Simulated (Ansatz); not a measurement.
H2BBrFN (SMILES NB(F)Br), singlet, at a GFN2-xTB geometry, atoms displaced at random by about 0.03 Å a coordinate; PBE/STO-3G, gradient (Ansatz, a quantum-chemistry and plane-wave program).

Input for Ansatz:
Ansatz 0.2 input:
```yaml
crystal:
  periodic: [false, false, false]
  atoms:
    - {symbol: B, position_ang: [0.08812148, -0.85043288, 0.26859167]}
    - {symbol: F, position_ang: [-0.89345282, -1.73116617, -0.05868639]}
    - {symbol: Br, position_ang: [-0.12679293, 0.93051209, -0.33918152]}
    - {symbol: N, position_ang: [1.12442263, -1.25996737, 1.11373870]}
    - {symbol: H, position_ang: [1.85480340, -0.70926096, 1.35868856]}
    - {symbol: H, position_ang: [1.27542477, -2.18282962, 1.44088238]}
basis:
  gaussian:
    orbitals: STO-3G
hamiltonian:
  xc: pbe
output: {forces: true}
```

The log (banner, timings and long lists left out):

```
Functional definition: PBE
415 factors; integrals over basis functions are off by at most 3.8e-5 eV
mean field evaluation 1: about -74113.5452 eV, gradient 1.7e1 eV
mean field evaluation 2: about -74111.7458 eV, gradient 3.1e1 eV
mean field evaluation 4: about -74114.4857 eV, gradient 1.9e0 eV
mean field evaluation 8: about -74114.4426 eV, gradient 1.1e-1 eV
mean field -74114.44262438 eV, -2723.6555298726 hartree, gradient 1.5e-5 eV, S^2 0.000000; 0 other end points of the search recorded, 0 dependent functions left out
the calculation of the forces begins
reference -74114.44264096 eV, -2723.6555304818 hartree; 29, 29 occupied and 6, 6 virtual orbitals, 415 factors
Total energy: -74114.44264096 eV, -2723.6555304818 hartree
Atom 0 at     0.088121    -0.850433     0.268592 Å, force    -2.013638    -0.939180    -0.508119 eV/Å
Atom 1 at    -0.893453    -1.731166    -0.058686 Å, force     0.821708     0.343544     0.213194 eV/Å
Atom 2 at    -0.126793     0.930512    -0.339182 Å, force     0.328195     0.508641    -0.062382 eV/Å
Atom 3 at     1.124423    -1.259967     1.113739 Å, force    -3.767340    -0.911669    -1.941257 eV/Å
Atom 4 at     1.854803    -0.709261     1.358689 Å, force     4.618146     3.873003     1.511149 eV/Å
Atom 5 at     1.275425    -2.182830     1.440882 Å, force     0.012928    -2.874339     0.787415 eV/Å
Dipole moment:     0.343025    -0.347461     0.266137 e Å
```
